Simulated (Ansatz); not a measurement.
`N[SiH]1C=C1S`, charge 0, multiplicity 1.

(1) Give a relaxed structure at PBE0-D4/def2-TZVP (the Gaussian-basis code of Ansatz). (Estimate.)

Answers

(1) Computed: 
Z-matrix (Å, degrees):
```
Si
C 1 1.781
C 1 1.807 2 44.3
N 1 1.698 2 124.5 3 107.5
H 1 1.480 2 124.2 3 -101.9
H 2 1.084 1 157.4 3 -175.5
S 3 1.722 1 159.9 2 173.8
H 4 1.005 1 122.1 2 165.8
H 4 1.005 1 123.8 2 -24.7
H 7 1.342 3 97.3 1 9.7
```
This is one stationary point; other conformers may exist.
